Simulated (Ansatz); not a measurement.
## Worked example: the enthalpy of formation of C2H6Se (dimethyl selenide)

C2H6Se: 9 atoms, total charge 0, spin state singlet. SMILES: `C[Se]C`. The coordinates come from a PBE0-D4/def2-TZVP relaxation.

Total energies at PBE/cc-pVDZ (Ansatz 0.2.0); the atoms run unrestricted:

```
species    state   energy (Eh)
 C2H6Se  singlet  -2480.859265
      C  triplet    -37.788538
     Se  triplet  -2401.096737
      H  doublet     -0.498628
```

Harmonic wavenumbers at PBE0-D4/def2-TZVP, in cm⁻¹: 152, 157, 213, 615, 630, 860, 898, 928, 981, 1297, 1319, 1451, 1460, 1465, 1472, 3062, 3066, 3155, 3162, 3168, 3169.

Measured heats of formation of the gaseous atoms at 298.15 K, in kJ/mol: C 716.9, Se 227.1, H 218.0. Spin-orbit lowering of the atoms at 298 K (mean of the ground term's levels less their thermal mean, from spectra), in kJ/mol: C 0.02, Se 11.30. Take 1 Eh = 2625.50 kJ/mol, 1 cm⁻¹ = 0.0119627 kJ/mol, RT = 2.479 kJ/mol.

What heat of formation follows?


1. Electronic atomisation energy: 2 × (-37.788538) + (-2401.096737) + 6 × (-0.498628) − (-2480.859265) = 1.193684 Eh = 3134.0 kJ/mol.
2. Zero-point energy: half the sum of the wavenumbers, 16340 cm⁻¹ = 195.5 kJ/mol.
3. Thermal vibrational enthalpy, Σ hcν̃/(exp(hcν̃/kT) − 1): 6.2 kJ/mol. Translation, rotation and pV of a non-linear molecule: 4 RT = 9.9 kJ/mol.
4. The 9 free atoms carry 5/2 RT each: 55.8 kJ/mol.
5. Spin-orbit coupling lowers the free atoms by 2 × 0.02 + 11.30 = 11.3 kJ/mol.
6. Atomisation enthalpy at 298 K: 3134.0 − 11.3 − 195.5 − 6.2 − 9.9 + 55.8 = 2966.9 kJ/mol.
7. Sum of the atoms' heats of formation: 2968.9 kJ/mol. Heat of formation: 2968.9 − 2966.9 = +2.0 kJ/mol.

No measured value is set beside it here. Relativity is left out. Anharmonicity and any spin-orbit splitting of the molecule are left out.
